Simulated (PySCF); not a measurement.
**Dipole moment and polarisability of `O=C=PCC(F)(F)F`**

Compound: C₃H₂F₃OP.
Cartesian coordinates in Å at the GFN2-xTB level; atoms count from 1:
```
atom  x, y, z in Å
O1     2.854    0.965    0.291
C2     2.111    0.079    0.264
P3     1.222   -1.311    0.326
C4    -0.295   -0.626   -0.576
C5    -1.033    0.376    0.280
F6    -1.356   -0.115    1.482
F7    -0.317    1.489    0.498
F8    -2.180    0.772   -0.295
H9    -0.029   -0.158   -1.524
H10   -0.967   -1.466   -0.767
```

Level: CAM-B3LYP/def2-SVPD (PySCF), static field, nuclei fixed, core orbitals frozen in the response. The polarisability tensor in these axes (au):

```
x   76.17  8.57  3.48
y    8.57 68.47  0.09
z    3.48  0.09 52.76
```

Problem. What are the eigenvalues, a third of the trace, and Δα (Δα² = ½Σ(αi − αj)² over the three pairs)?

Solution. Principal values 52.16, 63.23 and 82.02 au; mean 65.80 au = 9.75 Å³ = 10.85 × 10⁻⁴⁰ C²·m²/J; Δα = 26.15 au (40 % of the mean).

Problem. What is the dipole moment, and where does it point?

Solution. (-0.03, -1.61, -1.66) D, 2.31 D in size, pointing from the negative to the positive side. Measured along this direction, the outermost atoms are F7 at the negative end and H10 at the positive end.

Problem. Molar refractivity from α?

Solution. Lorentz–Lorenz: R = (4π/3)N_A α = 2.5225 cm³/(mol·Å³) × 9.75 Å³ = 24.6 cm³/mol, in the limit of long wavelengths.

Problem. Give the principal axes and the span of the nuclei along them.

Solution. Largest value along (0.84, 0.53, 0.10), where the nuclei span 4.61 Å; middle along (-0.51, 0.84, -0.16), 3.60 Å; least along (-0.17, 0.09, 0.98), 3.18 Å. The response follows the extents in order.

Problem. What would n − 1 = 2πNα be for an ideal gas of these molecules at 500 K and 1 atm, electronic part alone?

Solution. N = p/kT = 1.4678 × 10¹⁹ cm⁻³, so n − 1 = 2π × N × 9.75 × 10⁻²⁴ cm³ = 899 × 10⁻⁶ at long wavelengths.

One conformer (not necessarily the lowest) at the GFN2-xTB geometry, without solvent, vibrations or thermal averaging.
